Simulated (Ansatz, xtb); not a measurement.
## C5H5F2NO: which of two isomers lies lower

Structure X is `C/C(C#N)=C\OC(F)F`, a singlet and structure Y is `N#C[C@@]1(F)CC[C@H](F)O1`, a singlet. Both are isolated molecules in the gas phase, relaxed with B3LYP-D3(BJ)/def2-SVP; the shapes shown needn't be the lowest conformers.

X (Å):

```yaml
atoms:
  - { symbol: C, position_ang: [-2.4231, -0.6247, 0.6843] }
  - { symbol: C, position_ang: [-1.1580, 0.0056, 1.2076] }
  - { symbol: C, position_ang: [-1.0080, 0.1572, 2.6242] }
  - { symbol: C, position_ang: [-0.1559, 0.4506, 0.4251] }
  - { symbol: C, position_ang: [0.9191, 0.6073, -1.6403] }
  - { symbol: F, position_ang: [0.5623, 0.8275, -2.9048] }
  - { symbol: F, position_ang: [1.7033, -0.4885, -1.5979] }
  - { symbol: N, position_ang: [-0.9175, 0.2631, 3.7776] }
  - { symbol: O, position_ang: [-0.2394, 0.3848, -0.9289] }
  - { symbol: H, position_ang: [-3.2996, -0.0086, 0.9418] }
  - { symbol: H, position_ang: [-2.5754, -1.6171, 1.1366] }
  - { symbol: H, position_ang: [-2.3759, -0.7333, -0.4063] }
  - { symbol: H, position_ang: [0.7558, 0.8919, 0.8406] }
  - { symbol: H, position_ang: [1.4936, 1.4676, -1.2483] }
```

Y (Å):

```
atom    x (Å)    y (Å)    z (Å)
   C   0.0433  -1.8002   0.4927
   C   0.8613  -0.5801   0.7078
   C   0.8466   0.3946  -0.4889
   C  -0.1119   1.4902  -0.0171
   C   0.1296   1.4655   1.4853
   F   2.1386  -0.9869   0.9848
   F   1.2587   2.1899   1.7866
   N  -0.6103  -2.7308   0.2812
   O   0.3364   0.1157   1.8019
   H   0.5559  -0.0940  -1.4267
   H   1.8722   0.7767  -0.5882
   H  -1.1593   1.2231  -0.2248
   H   0.0940   2.4790  -0.4472
   H  -0.6884   1.8375   2.1186
```

Quicker runs give these differences E(Y) − E(X): GFN2-xTB −15.2 kcal/mol; HF/STO-3G −37.0 kcal/mol (at GFN2-xTB geometries); r2SCAN-D4/def2-SVP −8.1 kcal/mol (at GFN2-xTB geometries).

Estimate E(Y) − E(X) at the level CCSD(T)/def2-SVP + ΔMP2/def2-TZVPP.

Calculated at CCSD(T)/def2-SVP + ΔMP2/def2-TZVPP: E(Y) − E(X) = −9.2 kcal/mol, so structure Y lies lower.

Level by level:

```csv
level,geometry,E(Y) − E(X) (kcal/mol),departure from the last row (kcal/mol),"job, with rough time for the two"
GFN2-xTB,GFN2-xTB,−15.2,−6.0,"optimisation, 0.21 s"
HF/STO-3G,GFN2-xTB,−37.0,−27.8,"single point, 0.38 s"
r2SCAN-D4/def2-SVP,GFN2-xTB,−8.1,+1.1,"single point, 3.7 s"
B3LYP-D3(BJ)/def2-SVP,B3LYP-D3(BJ)/def2-SVP,−6.0,+3.2,"optimisation, 56 s"
HF/def2-SVP,B3LYP-D3(BJ)/def2-SVP,−5.9,+3.4,part of the CCSD(T) run
MP2/def2-SVP,B3LYP-D3(BJ)/def2-SVP,−8.4,+0.8,part of the CCSD(T) run
CCSD(T)/def2-SVP,B3LYP-D3(BJ)/def2-SVP,−8.1,+1.1,single point
CCSD(T)/def2-SVP + ΔMP2/def2-TZVPP,B3LYP-D3(BJ)/def2-SVP,−9.2,,"single point, 2.1 min"
```

As drawn, Y has 2 C–C in place of 1 C=C. Structure X has no ring, Y a 5-membered ring.

None of the levels shown reverses the order. The largest departure from CCSD(T)/def2-SVP + ΔMP2/def2-TZVPP is that of HF/STO-3G, 27.8 kcal/mol. The last row adds to CCSD(T) the change of the MP2 difference between the two basis sets, here −1.1 kcal/mol.

With thermal terms from frequencies at re-optimised GFN2-xTB minima (ideal gas, soft modes damped towards free rotors, one conformer each, 298.15 K, 1 atm): the zero-point term adds +1.9 kcal/mol; ΔH is −8.5 and ΔG −5.7 kcal/mol.

The correlated steps freeze 9 core orbitals. Mirror images aren't counted in ΔG. Run with Ansatz 0.2.0, xtb 6.7.1; the last row on 4 threads of Arm Neoverse V2 on a shared host.
